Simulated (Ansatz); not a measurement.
One change: `C[SiH2][Al]([CH3])[OH]` becomes `[CH3][Al]([OH])[Br]`.

Ansatz, PBE0-D4/def2-TZVP geometries, multiplicity 1. Each molecule was computed in one conformer, which needn't be the lowest.

Scalar relativity is left out up to krypton.

```
                                          property  `C[SiH2][Al]([CH3])[OH]`
                 LUMO energy (PBE/def2-TZVPP) / eV                     -1.68
    size of the dipole moment (PBE/def2-TZVPP) / D                      0.84
                LUMO energy (PBE0/def2-TZVPP) / eV                     -0.94
size of the dipole moment (ωB97M-V/def2-TZVPP) / D                      0.83
  size of the dipole moment (B3LYP/def2-TZVPP) / D                      0.86
              HOMO–LUMO gap (PBE0/def2-TZVPP) / eV                      6.06
```

Q: Give the same properties after the change, and the shifts. (An estimate is asked.)

A: Ansatz gave: 
| property | `[CH3][Al]([OH])[Br]` | shift |
| --- | --- | --- |
| LUMO energy (PBE/def2-TZVPP) / eV | -1.17 | 0.51 |
| size of the dipole moment (PBE/def2-TZVPP) / D | 0.80 | -0.04 |
| LUMO energy (PBE0/def2-TZVPP) / eV | -0.36 | 0.58 |
| size of the dipole moment (ωB97M-V/def2-TZVPP) / D | 0.79 | -0.04 |
| size of the dipole moment (B3LYP/def2-TZVPP) / D | 0.77 | -0.09 |
| HOMO–LUMO gap (PBE0/def2-TZVPP) / eV | 7.98 | 1.92 |

With PBE0 the HOMO falls by 1.33 eV and the LUMO rises by 0.58 eV, so the gap widens by about 1.91 eV. PBE moves the HOMO by -1.15 eV and ωB97M-V by -1.54 eV. Dipoles are sizes alone; their direction can turn.

B3LYP here is the variant with VWN-RPA as its local correlation; programs differ in this.

Spin–orbit coupling is left out; it splits and shifts lone-pair levels of the heavy atoms by tenths of an eV.
